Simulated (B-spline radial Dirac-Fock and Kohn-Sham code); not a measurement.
Run log: W⁵⁺

ΔSCF core binding energies without Breit or QED terms, calculated with a B-spline atomic structure program. Keys: rel is the Hamiltonian (dirac, or spin-free x2c and nr, where L3 and M5 stand for the whole 2p and 3d shells), method is hf or an exchange,correlation pair (spin-unpolarised, also for the hole states), nuc the nuclear model, radius_factor scales its radius, rmax is the box in bohr, h the logarithmic mesh step, order the B-spline order, points the quadrature points per cell, c_factor scales the speed of light, and damp, ndamp, maxit and tol steer the iteration. The run stops when the commutator error falls below 10·tol·max(1, Z/10), or the numerical noise floor, and the energy has settled to about 1e-8 Ha; the virial ratio is −V/T.

Input (task.json):

```json
{"items": [{"Z": 74, "q": 5, "cfg": [[1, 0, 2], [2, 0, 2], [2, 1, 6], [3, 0, 2], [3, 1, 6], [3, 2, 10], [4, 0, 2], [4, 1, 6], [4, 2, 10], [4, 3, 14], [5, 0, 2], [5, 1, 6], [5, 2, 1]], "A": 184, "rrms": 5.3658, "do": "settings", "holes": ["K", "L3", "M5"],
  "settings": [{"rel": "dirac", "method": "hf", "nuc": "fermi", "radius_factor": 1.0, "rmax": 45.0, "h": 0.3, "order": 8, "points": 10, "c_factor": 1.0, "maxit": 60, "damp": 0.0, "ndamp": 3, "tol": 1e-08}]}]}
```

Command: `python xray2_run.py task.json out`

Ground-state iterations:

```
iter   energy (Ha)        error
   1   -16148.99370147  2.15e+00
   2   -16150.52398152  2.73e-01
   3   -16150.30804954  3.35e-01
   4   -16150.22620356  3.71e-01
   5   -16149.88190724  3.99e-01
   6   -16151.35571688  1.10e-02
   7   -16151.35706154  1.58e-03
   8   -16151.35709394  2.76e-04
   9   -16151.35709446  5.27e-05
  10   -16151.35709449  3.63e-07
```

The ground state converged in 10 iterations, with total energy -16151.35709 Ha, virial ratio 1.88818 and highest orbital energy -62.94 eV. ΔSCF binding energies: K (1s) 69941.6 eV, L3 (2p3/2) 10305.0 eV, M5 (3d5/2) 1882.3 eV.
